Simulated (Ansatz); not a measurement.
Ideal-gas functions of `I[SiH]1BC1` at 500 K and 1 bar, from an Ansatz frequency run at PBE0-D4/def2-TZVP.

Molar mass 181.85 g/mol, point group C1 (symmetry number 1), electronic degeneracy 1, moments of inertia 41.569, 405.896, 411.375 u Å². Harmonic wavenumbers (cm⁻¹, unscaled): 129, 175, 295, 352, 558, 592, 632, 726, 774, 835, 870, 977, 1179, 1436, 2256, 2716, 3091, 3157.

Use S(trans) = R[1.5 ln M + 2.5 ln T − 1.1517]; rotational temperatures θ = 24.2544 K / I; S(rot) = R[ln(√π/σ · √(T³/θAθBθC)) + 1.5]; for each mode x = 1.438777 ν̃/T, S = R[x/(eˣ − 1) − ln(1 − e⁻ˣ)] and H = RT x/(eˣ − 1); 1 cm⁻¹ = 0.0119627 kJ/mol; R = 8.31446 J/(mol·K).

Q: By hand: the entropy, in J/(mol·K).

A: Translation 184.5. Rotation: θ = 0.5835, 0.0598, 0.059 K, giving 120.5. Vibration, mode by mode: 16.60, 14.11, 9.92, 8.55, 5.22, 4.82, 4.40, 3.55, 3.19, 2.78, 2.56, 2.01, 1.27, 0.69, 0.09, 0.03, 0.01, 0.01, in all 79.8. Electronic 0.0. Sum 384.8 J/(mol·K).

Q: By hand: H − E and G − E in kJ/mol, counted from the electronic energy.

A: Zero-point energy ½ × 20750 × 0.0119627 = 124.1; thermal vibration 22.2; translation, rotation and pV give 4 RT = 16.6. H − E = 162.9 kJ/mol, and G − E = 162.9 − 500 × 384.8/1000 = -29.5 kJ/mol.

Vibration gives 21 % of the entropy, 16.6 J/(mol·K) of it from the mode under 150 cm⁻¹: soft modes count most, and the harmonic formula is weakest for them. The sum counts one conformer and one mirror image; others add a mixing term.
